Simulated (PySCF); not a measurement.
## Basis-set dependence of excited states

Compound: C2H10BNSi.
Numbering: `[CH3:1][SiH:2]([CH3:3])[BH:4][NH2:5]` (hydrogens: H6, H7, H8 on C1; H9 on Si2; H10, H11, H12 on C3; H13 on B4; H14, H15 on N5)

Structure used (PBE0-D3(BJ)/def2-SVP), in Å, numbered top down from 1:
```
atom  x, y, z in Å
C1    -1.6347   -0.9270   -0.2200
Si2   -0.1786    0.1028    0.4117
C3    -0.5578    1.9350    0.1322
B4     1.5382   -0.4385   -0.5109
N5     2.6210   -0.9394    0.2021
H6    -2.5772   -0.6194    0.2600
H7    -1.7498   -0.8009   -1.3083
H8    -1.4862   -1.9994   -0.0192
H9    -0.0578   -0.1247    1.8990
H10   -1.4942    2.2257    0.6342
H11    0.2482    2.5788    0.5169
H12   -0.6706    2.1434   -0.9438
H13    1.6653   -0.3426   -1.7162
H14    3.4925   -1.2219   -0.2304
H15    2.6145   -1.0581    1.2081
```

TDDFT with PBE0 (PySCF), vertical singlets, core orbitals frozen in the response, spherical d and f functions. One conformer (not necessarily the lowest) at the PBE0-D3(BJ)/def2-SVP geometry, without solvent, vibrations or thermal averaging.

```tsv
basis	functions	diffuse	S1 (eV)	S2 (eV)	S3 (eV)	S4 (eV)	S5 (eV)	LUMO (eV)	α (au)
6-31G*	94	no	5.63	7.15	7.20	7.67	8.03	0.09	63.9
6-31+G*	114	yes	5.47	6.35	6.74	6.90	6.98	-0.36	72.8
def2-SVP	124	no	5.56	7.09	7.12	7.53	8.03	-0.10	68.1
def2-SVPD	184	yes	5.41	6.69	6.92	6.93	7.17	-0.38	78.5
aug-cc-pVDZ	209	yes	5.39	6.22	6.57	6.85	6.88	-0.43	80.4
def2-TZVP	221	no	5.41	6.90	6.92	6.93	7.48	-0.35	75.9
def2-TZVPD	281	yes	5.36	6.40	6.80	6.83	6.86	-0.44	79.9
```

**Question.** How much do these states and the polarisability depend on the basis?

**Answer.** States are compared by their number. Against the largest diffuse basis here (def2-TZVPD, itself not a converged limit), sets without diffuse functions differ by up to 0.27 eV in S1 and 1.17 eV in S5; the smaller diffuse sets differ by up to 0.11 and 0.31 eV. State by state, the largest deviation of a set without diffuse functions is S1 0.27, S2 0.76, S3 0.40, S4 0.84, S5 1.17 eV. The same number needn't mean the same state in each row. Against def2-TZVPD the polarisability deviates by -20% in 6-31G*, -9% in 6-31+G*, -15% in def2-SVP, -2% in def2-SVPD, +1% in aug-cc-pVDZ, -5% in def2-TZVP. A single + in a Pople set puts diffuse functions on heavy atoms only.

Without π bonds the low states may be Rydberg-like; a valence basis with one diffuse set may place them up to an eV too high.
